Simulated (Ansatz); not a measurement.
NiI2(H2O)2 (NiI2O2H4), relaxed as a triplet with UKS PBE-D4/def2-SVP in Ansatz, starting from the GFN2-xTB geometry. Force threshold 0.02 eV/Å.

In the def2 sets I takes a core potential; there is no spin–orbit coupling.

Start:

```xyz
9

Ni    0.476   -0.178   -0.316
I     2.683    0.290    0.523
I     0.115   -1.548   -2.265
O    -0.556    1.741   -0.623
H    -1.082    1.822   -1.425
H    -0.015    2.532   -0.538
O    -0.594   -1.235    1.353
H    -0.090   -1.320    2.168
H    -0.938   -2.104    1.123
```

Question: Estimate the energy that the relaxation releases and the steps that it takes.

Answer: 0.61 eV, in 9 steps; 30 s on 4 threads of Intel Xeon Platinum 8488C on a shared host. No frequencies were taken in this run, so the end may be a saddle point.

Question: Does the start keep its bonding and symmetry?

Answer: By distances, no bond broke or formed. The bond that changes most is Ni1–O7, from 2.25 to 2.04 Å (atoms count from 1).

Question: Predict the relaxed structure.

Answer: 
```csv
atom,x (Å),y (Å),z (Å)
Ni1,-0.1351,0.0611,0.0869
I2,2.0747,0.7593,1.1352
I3,-0.8064,-1.3227,-1.9395
O4,-0.4231,1.8490,-0.8561
H5,-0.5249,1.6182,-1.8066
H6,0.4383,2.3170,-0.7800
O7,-0.4568,-1.4564,1.4143
H8,0.3981,-1.5655,1.8877
H9,-0.5648,-2.2600,0.8581
```
Bond lengths: 2 × I–Ni 2.54 Å; 2 × Ni–O 2.04 Å; 4 × H–O 0.98 Å.
